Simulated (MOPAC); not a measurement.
Job for MOPAC: PM3 on SiCl-, 2S+1 = 3, a spin state set in the input, which need not be the lowest, a point of a bond scan (R = 2.308 Å). Charge -1.

```
PM3 1SCF PRECISE CHARGE=-1 UHF MS=1 THREADS=1
ClSi

Si     0.00000000 1     0.00000000 1     0.00000000 1
Cl     0.00000000 1     0.00000000 1     2.30794500 1
```

The log:

```
*******************************************************************************
 **                                                                           **
 **                              MOPAC v23.2.5                                **
 **                                                                           **
 *******************************************************************************
 ** MOPAC's Digital Object Identifier: https://doi.org/10.5281/zenodo.6511958 **
 **                                                                           **
 ** Please cite the open-source release paper for use of this MOPAC version:  **
 ** J. E. Moussa and J. J. P. Stewart (2026)                                  **
 ** MOPAC: An open-source semiempirical molecular orbital program             **
 ** J. Open Source Softw., 11(119), 8025, https://doi.org/10.21105/joss.08025 **
 *******************************************************************************

                              PM3 CALCULATION RESULTS

 *******************************************************************************
 *  PM3        - The PM3 Hamiltonian to be used
 *  UHF        - UNRESTRICTED HARTREE-FOCK CALCULATION
 *
 *
 *
 *                 CHARGE ON SYSTEM = -1
 *
 *
 *
 *  MS=        - IN MECI, MAGNETIC COMPONENT OF SPIN =  1.0
 *  PRECISE    - TIGHTER CRITERIA TO BE USED
 *  1SCF       - DO 1 SCF AND THEN STOP
 *  THREADS=1  - MULTI-THREADING NOT USED
 *  T=         - A TIME OF 172800.0 SECONDS REQUESTED
 *  DUMP=N     - RESTART FILE WRITTEN EVERY 7200.0 SECONDS REQUESTED
 *******************************************************************************
PM3 1SCF PRECISE CHARGE=-1 UHF MS=1 THREADS=1
 ClSi

   ATOM   CHEMICAL          X               Y               Z
  NUMBER   SYMBOL      (ANGSTROMS)     (ANGSTROMS)     (ANGSTROMS)

     1      Si          0.00000000  *   0.00000000  *   0.00000000  *
     2      Cl          0.00000000  *   0.00000000  *   2.30794500  *



          CARTESIAN COORDINATES

    NO.       ATOM           X           Y           Z

     1        Si          0.0000      0.0000      0.0000
     2        Cl          0.0000      0.0000      2.3079

 Si: (PM3): J. J. P. STEWART, J. COMP. CHEM. 10, 209 (1989).
 Cl: (PM3): J. J. P. STEWART, J. COMP. CHEM. 10, 209 (1989).

           Empirical Formula: Si Cl  =     2 atoms



      MOLECULAR POINT GROUP   :   C*v


          UHF CALCULATION, NO. OF ALPHA ELECTRONS =    7
                           NO. OF BETA  ELECTRONS =    5

 -------------------------------------------------------------------------------
 PM3 1SCF PRECISE CHARGE=-1 UHF MS=1 THREADS=1
 ClSi



     1SCF WAS SPECIFIED, SO BFGS WAS NOT USED
     SCF FIELD WAS ACHIEVED


                              PM3 CALCULATION
                                                       MOPAC v23.2.5 Linux




          FINAL HEAT OF FORMATION =        -26.76019 KCAL/MOL =    -111.96464 KJ/MOL


          COSMO AREA              =         97.26 SQUARE ANGSTROMS
          COSMO VOLUME            =         84.49 CUBIC ANGSTROMS

          IONIZATION POTENTIAL    =          2.910868 EV
          ALPHA SOMO LUMO (EV)    =         -2.911  4.062
          BETA  SOMO LUMO (EV)    =         -4.076  4.549
          NO. OF ALPHA ELECTRONS  =          7
          NO. OF BETA  ELECTRONS  =          5
          MOLECULAR WEIGHT        =         63.5385         POINT GROUP:  C*v

          MOLECULAR DIMENSIONS (Angstroms)

            Atom       Atom       Distance
           Cl     2   Si     1     2.30795
           Cl     2   Si     1     0.00000
           Si     1   Cl     2     0.00000


          SCF CALCULATIONS        =          1





   ATOM   CHEMICAL          X               Y               Z
  NUMBER   SYMBOL      (ANGSTROMS)     (ANGSTROMS)     (ANGSTROMS)

     1      Si          0.00000000  *   0.00000000  *   0.00000000  *
     2      Cl          0.00000000  *   0.00000000  *   2.30794500  *

                             CARTESIAN COORDINATES

   1   Si        0.000000000     0.000000000     0.000000000
   2   Cl        0.000000000     0.000000000     2.307945000


           Empirical Formula: Si Cl  =     2 atoms



      MOLECULAR POINT GROUP   :   C*v


          ALPHA EIGENVALUES
 -49.53456  -8.30254  -6.25441  -6.25441  -5.49040  -2.91087  -2.91087   4.06222


           BETA EIGENVALUES
 -49.74954  -7.58083  -6.06322  -6.06322  -4.07602   4.54930   4.54930   5.29197


              NET ATOMIC CHARGES AND DIPOLE CONTRIBUTIONS

  ATOM NO.   TYPE          CHARGE      No. of ELECS.   s-Pop       p-Pop
    1         Si          -0.527451        4.5275     1.91746     2.60999
    2         Cl          -0.472549        7.4725     1.97854     5.49401
 DIPOLE           X         Y         Z       TOTAL
 POINT-CHG.     0.000     0.000     0.947     0.947
 HYBRID         0.000     0.000     1.828     1.828
 SUM            0.000     0.000     2.775     2.775


          ATOMIC ORBITAL ELECTRON POPULATIONS

     Atom    s        px        py        pz
    1 Si   1.91746   1.02115   1.02115   0.56770
    2 Cl   1.97854   1.97885   1.97885   1.53630


                    (SZ)    =    1.000000
                    (S**2)  =    2.020371


          ATOMIC ORBITAL SPIN POPULATIONS

    Atom   Total    s     px     py     pz
         Atomic
    1 Si  2.0730 -0.008  0.979  0.979  0.123
    2 Cl -0.0730  0.001  0.021  0.021 -0.116

 **********************
 *                    *
 * JOB ENDED NORMALLY *
 *                    *
 **********************




 == MOPAC DONE ==
```

The run finished.

Cost: around 0.03 core-seconds (rough).
